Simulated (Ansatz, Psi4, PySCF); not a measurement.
C3H7O (SMILES C[C-](C)O), charge -1, singlet, geometry from GFN2-xTB. Base run: MP2/def2-SVP (PySCF).

The PySCF input:
```python
from pyscf import gto, scf, mp

mol = gto.Mole()
mol.atom = '''
    O     0.07243737    1.40320982   -0.19733602
    C    -0.00374291    0.03902709    0.51456769
    H     0.67877388    1.90342080    0.35574421
    C    -1.29548155   -0.57666788   -0.04347091
    C     1.16825520   -0.77939168   -0.07495182
    H    -1.32161314   -0.69032542   -1.14781489
    H     1.15603930   -0.89633139   -1.17974156
    H    -2.15685030    0.03773779    0.23654104
    H     2.12944108   -0.31822607    0.18678398
    H    -1.44057069   -1.57307732    0.39121968
    H     1.16109647   -1.78668206    0.35908608
'''
mol.basis = 'def2-svp'
mol.charge = -1
mol.verbose = 4
mol.build()

mf = scf.RHF(mol)
mf.kernel()

pt = mp.MP2(mf)
pt.kernel()
print('E(MP2) = %.10f' % pt.e_tot)
```

The same geometry, method and basis name were run in Ansatz (a quantum-chemistry and plane-wave program) and Psi4 and PySCF, at each program's defaults and at the settings that a row names. The base is PySCF at its defaults. Differences at the defaults can come from grids, fitting, cores and function types together.

```
code and settings                                                                                     ΔE vs base (mEh)  basis functions      E (Eh)  SCF cycles
----------------------------------------------------------------------------------------------------  ----------------  ---------------  ----------  ----------
PySCF, defaults (exact integrals, spherical functions, all electrons correlated)                                 0.000               91  -192.91385          11
Psi4, defaults (density fitting with its default set, spherical functions, all electrons correlated)        (withheld)               91  (withheld)          12
Ansatz, defaults (factorised integrals, spherical functions, frozen core)                                       11.288               91  -192.90257           -
PySCF, frozen core                                                                                              11.281               91  -192.90257          11
Psi4, exact integrals, spherical functions, frozen core                                                         11.281               91  -192.90257          12
Ansatz, high accuracy, frozen core                                                                              11.281               91  -192.90257           -
```

Task: What belongs in the gaps?

Result: 
- Psi4, defaults (density fitting with its default set, spherical functions, all electrons correlated), ΔE vs base (mEh): 0.474
- Psi4, defaults (density fitting with its default set, spherical functions, all electrons correlated), E (Eh): -192.91338
